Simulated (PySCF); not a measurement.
## Correlation energy of Mn³⁺ (manganese, charge +3)

[Ar] 3d4, high-spin 5D determinant. Computed with PySCF 2.14 in x2c-TZVPPall with one added diffuse shell each of s, p, d, f type (7s6p5d3f1g, 80 functions), with scalar relativity by spin-free X2C-1e. Frozen: [Ar]; 4 electrons correlated.

```
  level  correlation energy (mhartree)
   CCSD                         -42.09
    (T)                          -0.21
CCSD(T)                         -42.30
```

Diagnostics: T1 = 0.0021, D1 = 0.0031, largest double amplitude 0.012.

Cost of the coupled-cluster step: of the order of 8 core-seconds, for 4 correlated electrons.

Iterations:

```
CC2 = 0
CCSD nocc = (np.int64(4), np.int64(0)), nmo = (71, 71)
frozen orbitals [[0, 1, 2, 3, 4, 5, 6, 7, 8], [0, 1, 2, 3, 4, 5, 6, 7, 8]]
max_cycle = 100
direct = 0
conv_tol = 1e-08
conv_tol_normt = 1e-06
diis_space = 8
diis_start_cycle = 0
Init t2, MP2 energy = -0.0379953570688475
Init E_corr(UCCSD) = -0.0379953570942444
cycle = 1  E_corr(UCCSD) = -0.0415885807629094  dE = -0.00359322367  norm(t1,t2) = 0.00907842
cycle = 2  E_corr(UCCSD) = -0.0419991432049211  dE = -0.000410562442  norm(t1,t2) = 0.00227972
cycle = 3  E_corr(UCCSD) = -0.0420966479362885  dE = -9.75047314e-05  norm(t1,t2) = 0.000865073
cycle = 4  E_corr(UCCSD) = -0.0420861149939231  dE = 1.05329424e-05  norm(t1,t2) = 0.000196249
cycle = 5  E_corr(UCCSD) = -0.0420888072988622  dE = -2.69230494e-06  norm(t1,t2) = 2.55453e-05
cycle = 6  E_corr(UCCSD) = -0.0420887452888688  dE = 6.20099933e-08  norm(t1,t2) = 3.04374e-06
cycle = 7  E_corr(UCCSD) = -0.0420887442769146  dE = 1.01195427e-09  norm(t1,t2) = 6.46423e-07
UCCSD converged
E(UCCSD) = -1155.460170036228  E_corr = -0.04208874427691458
UCCSD(T) correction = -0.00020523728280876
```
